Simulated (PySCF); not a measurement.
# PBE0 on Bi²⁺ (bismuth, charge +2)

Configuration: [Xe] 4f14 5d10 6s1 6p2, high-spin 4P determinant (an excited configuration). Computed with PySCF 2.14 in x2c-QZVPPall (16s10p9d6f1g, 142 functions), with the spin-free X2C one-electron Hamiltonian (Gaussian nucleus).

* Total energy: -21534.15 hartree
* One-electron energy: -29379.05 hartree
* Hartree (Coulomb) energy: 8247.90 hartree
* Exchange-correlation energy: -403.00 hartree
* ⟨S²⟩: 3.7522
* ⟨L²⟩: 2.007
* Sum of ⟨r⟩: 43.75 bohr
* Sum of ⟨r²⟩: 51.48 bohr²
* Traceless quadrupole moment −½Σ⟨3z² − r²⟩ along its main axis: 2.89 e·bohr²
* Langevin diamagnetic susceptibility: -40.8 ×10⁻⁶ cm³/mol
* Time after the integrals: about 14 core-seconds

```json
{"shell": "1s α", "electrons": "1", "mean orbital energy (hartree)": "-3325.55051", "spread (hartree)": "0", "rms radius, mean of both spins (bohr)": "0.0178"}
{"shell": "1s β", "electrons": "1", "mean orbital energy (hartree)": "-3325.54628", "spread (hartree)": "0", "rms radius, mean of both spins (bohr)": "0.0178"}
{"shell": "2s α", "electrons": "1", "mean orbital energy (hartree)": "-599.46765", "spread (hartree)": "0", "rms radius, mean of both spins (bohr)": "0.0718"}
{"shell": "2s β", "electrons": "1", "mean orbital energy (hartree)": "-599.46577", "spread (hartree)": "0", "rms radius, mean of both spins (bohr)": "0.0718"}
{"shell": "2p α", "electrons": "3", "mean orbital energy (hartree)": "-515.73730", "spread (hartree)": "0.00105", "rms radius, mean of both spins (bohr)": "0.0663"}
{"shell": "2p β", "electrons": "3", "mean orbital energy (hartree)": "-515.73539", "spread (hartree)": "0.00252", "rms radius, mean of both spins (bohr)": "0.0663"}
{"shell": "3s α", "electrons": "1", "mean orbital energy (hartree)": "-145.96120", "spread (hartree)": "0", "rms radius, mean of both spins (bohr)": "0.183"}
{"shell": "3s β", "electrons": "1", "mean orbital energy (hartree)": "-145.95819", "spread (hartree)": "0", "rms radius, mean of both spins (bohr)": "0.183"}
{"shell": "3p α", "electrons": "3", "mean orbital energy (hartree)": "-121.81023", "spread (hartree)": "0.00401", "rms radius, mean of both spins (bohr)": "0.186"}
{"shell": "3p β", "electrons": "3", "mean orbital energy (hartree)": "-121.80769", "spread (hartree)": "0.00546", "rms radius, mean of both spins (bohr)": "0.186"}
{"shell": "3d α", "electrons": "5", "mean orbital energy (hartree)": "-96.24792", "spread (hartree)": "0.00417", "rms radius, mean of both spins (bohr)": "0.170"}
{"shell": "3d β", "electrons": "5", "mean orbital energy (hartree)": "-96.24642", "spread (hartree)": "0.00480", "rms radius, mean of both spins (bohr)": "0.170"}
{"shell": "4s α", "electrons": "1", "mean orbital energy (hartree)": "-34.42833", "spread (hartree)": "0", "rms radius, mean of both spins (bohr)": "0.401"}
{"shell": "4s β", "electrons": "1", "mean orbital energy (hartree)": "-34.42307", "spread (hartree)": "0", "rms radius, mean of both spins (bohr)": "0.401"}
{"shell": "4p α", "electrons": "3", "mean orbital energy (hartree)": "-26.42984", "spread (hartree)": "0.00807", "rms radius, mean of both spins (bohr)": "0.428"}
{"shell": "4p β", "electrons": "3", "mean orbital energy (hartree)": "-26.42552", "spread (hartree)": "0.01046", "rms radius, mean of both spins (bohr)": "0.428"}
{"shell": "4d α", "electrons": "5", "mean orbital energy (hartree)": "-16.91061", "spread (hartree)": "0.00906", "rms radius, mean of both spins (bohr)": "0.454"}
{"shell": "4d β", "electrons": "5", "mean orbital energy (hartree)": "-16.90714", "spread (hartree)": "0.01037", "rms radius, mean of both spins (bohr)": "0.454"}
{"shell": "5s α", "electrons": "1", "mean orbital energy (hartree)": "-6.72237", "spread (hartree)": "0", "rms radius, mean of both spins (bohr)": "0.883"}
{"shell": "5s β", "electrons": "1", "mean orbital energy (hartree)": "-6.70880", "spread (hartree)": "0", "rms radius, mean of both spins (bohr)": "0.883"}
{"shell": "4f α", "electrons": "7", "mean orbital energy (hartree)": "-6.56920", "spread (hartree)": "0.00997", "rms radius, mean of both spins (bohr)": "0.481"}
{"shell": "4f β", "electrons": "7", "mean orbital energy (hartree)": "-6.56571", "spread (hartree)": "0.01132", "rms radius, mean of both spins (bohr)": "0.481"}
{"shell": "5p α", "electrons": "3", "mean orbital energy (hartree)": "-4.43899", "spread (hartree)": "0.01489", "rms radius, mean of both spins (bohr)": "1.00"}
{"shell": "5p β", "electrons": "3", "mean orbital energy (hartree)": "-4.42735", "spread (hartree)": "0.02212", "rms radius, mean of both spins (bohr)": "1.00"}
{"shell": "5d α", "electrons": "5", "mean orbital energy (hartree)": "-1.79291", "spread (hartree)": "0.01794", "rms radius, mean of both spins (bohr)": "1.31"}
{"shell": "5d β", "electrons": "5", "mean orbital energy (hartree)": "-1.76704", "spread (hartree)": "0.02798", "rms radius, mean of both spins (bohr)": "1.31"}
{"shell": "6s α", "electrons": "1", "mean orbital energy (hartree)": "-1.25980", "spread (hartree)": "0", "rms radius, mean of both spins (bohr)": "2.19"}
{"shell": "6p α", "electrons": "2", "mean orbital energy (hartree)": "-0.81334", "spread (hartree)": "0", "rms radius, mean of both spins (bohr)": "2.70"}
```

Spin-orbit coupling is strong in this species (close to jj coupling), so the high-spin LS determinant is a model state, not a physical level.

Densities and radii are taken from the X2C orbitals without a picture-change correction, which distorts them close to the nucleus.
